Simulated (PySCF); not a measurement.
Run record: excited-state job, `[Br][GaH-]1[Cl+][GaH2-][Cl+]1`.

Computed with TDDFT PBE0/def2-SVPD, vertical, gas phase, core orbitals frozen in the response (PySCF 2.14.0, density-fitted response routines). Geometry: GFN2-xTB. The command runs a driver script over a list of jobs; the input below is this job's line of settings and its coordinates in Å.

Command:
```bash
OMP_NUM_THREADS=1 python probes_run.py task.json out
```

Input:
```
{"job": {"kind": "uv", "xc": "PBE0", "basis": "def2-SVPD", "nstates": 6, "ntriplets": 2}, "charge": 0, "multiplicity": 1}
Br     3.241433     0.863411     0.363848
Ga     1.493850    -0.470344    -0.160343
Cl    -0.107231    -0.588883     1.488425
Ga    -1.653758     0.397653     0.123575
Cl    -0.067322     0.539582    -1.516867
H      1.766729    -1.887983    -0.687533
H     -1.960698     1.815958     0.651302
H     -2.703945    -0.659981    -0.286974
```

Q: What does the run print?

A: 
```
coarse grid: 42216 points
cycle   1  E = -7343.9867995236  dE = -1.662e+00  |g| = 7.192e-01  |ddm| = 3.580e+00
cycle   2  E = -7343.9368141338  dE =  4.999e-02  |g| = 9.457e-01  |ddm| = 1.670e+00
cycle   3  E = -7344.0598008023  dE = -1.230e-01  |g| = 4.893e-02  |ddm| = 9.479e-01
cycle   4  E = -7344.0601149546  dE = -3.142e-04  |g| = 1.944e-02  |ddm| = 6.704e-02
cycle   5  E = -7344.0601875869  dE = -7.263e-05  |g| = 5.968e-03  |ddm| = 3.002e-02
cycle   6  E = -7344.0601932988  dE = -5.712e-06  |g| = 1.234e-03  |ddm| = 6.139e-03
final grid: 79264 points
cycle   7  E = -7344.0601654039  dE =  5.937e-08  |g| = 1.470e-03  |ddm| = 3.841e-03
cycle   8  E = -7344.0601651744  dE =  2.295e-07  |g| = 1.849e-03  |ddm| = 3.963e-03
cycle   9  E = -7344.0601658606  dE = -6.862e-07  |g| = 1.701e-04  |ddm| = 2.150e-03
cycle  10  E = -7344.0601658636  dE = -2.950e-09  |g| = 1.272e-05  |ddm| = 1.164e-04
cycle  11  E = -7344.0601658636  dE = -4.366e-11  |g| = 3.177e-06  |ddm| = 2.211e-05
converged SCF energy = -7344.0601658636

Static polarisability (au): isotropic 103.588, principal 92.166 93.140 125.460

Singlet excitations
state   eV       nm        f      main configurations
  1   6.1390    202.0   0.03756   H->L 0.94
  2   6.2666    197.8   0.00841   H-2->L 0.85, H->L+1 0.09
  3   6.3355    195.7   0.00626   H->L+1 0.66, H-1->L+1 0.19, H-2->L 0.11
  4   6.4091    193.5   0.00030   H-1->L+1 0.76, H->L+1 0.20
  5   6.4801    191.3   0.00182   H-1->L 0.89
  6   6.7402    183.9   0.03844   H-2->L+1 0.86

Triplet excitations (Tamm-Dancoff, eV): 5.6727 5.9200
```

The SCF starts on a coarse grid where the log names one; the energy can jump when the final grid takes over, and dE then counts from the start density on the new grid. H and L stand for HOMO and LUMO; the number after each pair is its weight.

Q: Give S1 in cm⁻¹ and kJ/mol.

A: 6.1390 eV × 8065.54 = 49514 cm⁻¹; × 96.485 = 592.3 kJ/mol.

In short: HOMO -8.49 eV, LUMO -1.12 eV; lowest singlet 6.14 eV; lowest triplet 5.67 eV (Tamm–Dancoff); mean polarisability 103.6 au.

 The PBE0/def2-SVPD calculation is non-relativistic and has no spin–orbit coupling, an omission that weighs most on bromine and gallium.

Hardware: one thread, Arm Neoverse V2 (aarch64), no GPU, on a shared host. Cost: 25 s of wall time, 0.83 GiB resident at most.
Labels such as C1 count atoms from 1, the log's own numbers from 0.
